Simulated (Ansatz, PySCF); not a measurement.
Energy difference 2 R1 + R2 + R3 + 2 R4 → 5 P1 + P2, each structure at its B3LYP-D3(BJ)/def2-SVP stationary point, reached from a drawn start (curvature not checked).
R1: CH4 (SMILES C), charge 0, multiplicity 1.
P1, H2 (SMILES [H][H]) (charge 0, multiplicity 1):
```
atom   x (Å)   y (Å)    z (Å)
----  ------  ------  -------
H     0.0000  0.0000   0.3804
H     0.0000  0.0000  -0.3804
```
R2, HCl (SMILES Cl) (charge 0, multiplicity 1, Z-matrix in Å and degrees):
```
Cl
H 1 1.2895
```
R3, NH3 (SMILES N) (charge 0, multiplicity 1):
```json
[
 {"atom": "N", "x (Å)": "0.0000", "y (Å)": "0.0000", "z (Å)": "0.3063"},
 {"atom": "H", "x (Å)": "0.0000", "y (Å)": "0.9375", "z (Å)": "-0.1021"},
 {"atom": "H", "x (Å)": "0.8119", "y (Å)": "-0.4688", "z (Å)": "-0.1021"},
 {"atom": "H", "x (Å)": "-0.8119", "y (Å)": "-0.4688", "z (Å)": "-0.1021"}
]
```
R4: SiH4 (SMILES [SiH4]), charge 0, multiplicity 1.
P2, C2H10ClNSi2 (SMILES C[Si](C)(Cl)N[SiH3]) (charge 0, multiplicity 1):
```json
[
 {"atom": "Si", "x (Å)": "-0.3974", "y (Å)": "0.1059", "z (Å)": "-0.5819"},
 {"atom": "N", "x (Å)": "0.9346", "y (Å)": "0.6351", "z (Å)": "0.3995"},
 {"atom": "Si", "x (Å)": "2.3131", "y (Å)": "-0.2666", "z (Å)": "0.9852"},
 {"atom": "C", "x (Å)": "-1.6585", "y (Å)": "1.4833", "z (Å)": "-0.6758"},
 {"atom": "C", "x (Å)": "-1.1025", "y (Å)": "-1.5024", "z (Å)": "0.0542"},
 {"atom": "Cl", "x (Å)": "0.2517", "y (Å)": "-0.2706", "z (Å)": "-2.5533"},
 {"atom": "H", "x (Å)": "1.0517", "y (Å)": "1.6476", "z (Å)": "0.4139"},
 {"atom": "H", "x (Å)": "3.5435", "y (Å)": "-0.0566", "z (Å)": "0.1643"},
 {"atom": "H", "x (Å)": "1.9525", "y (Å)": "-1.7099", "z (Å)": "0.9528"},
 {"atom": "H", "x (Å)": "2.6361", "y (Å)": "0.1341", "z (Å)": "2.3869"},
 {"atom": "H", "x (Å)": "-2.4973", "y (Å)": "1.1947", "z (Å)": "-1.3281"},
 {"atom": "H", "x (Å)": "-1.2119", "y (Å)": "2.4001", "z (Å)": "-1.0932"},
 {"atom": "H", "x (Å)": "-2.0585", "y (Å)": "1.7142", "z (Å)": "0.3249"},
 {"atom": "H", "x (Å)": "-1.9460", "y (Å)": "-1.8218", "z (Å)": "-0.5776"},
 {"atom": "H", "x (Å)": "-1.4624", "y (Å)": "-1.3834", "z (Å)": "1.0889"},
 {"atom": "H", "x (Å)": "-0.3486", "y (Å)": "-2.3037", "z (Å)": "0.0391"}
]
```

P less R. No zero-point or thermal terms. One arrangement of each flexible species, with no search for the lowest.

Run with Ansatz (a program for electronic structure) with Gaussian orbitals; PySCF for the D3/D4 terms. No computed number here is a measurement.

### Question
One of these levels gives -13.77 kcal/mol for the reaction energy. Which one is it?
(A) BLYP-D4/def2-TZVPP
(B) PBE0/def2-TZVPP
(C) B3LYP-D4/def2-TZVPP
(D) B3LYP/def2-TZVPP

### Answer
D, B3LYP/def2-TZVPP. The others give -27.54 (BLYP-D4/def2-TZVPP), -25.11 (B3LYP-D4/def2-TZVPP), -18.06 (PBE0/def2-TZVPP)
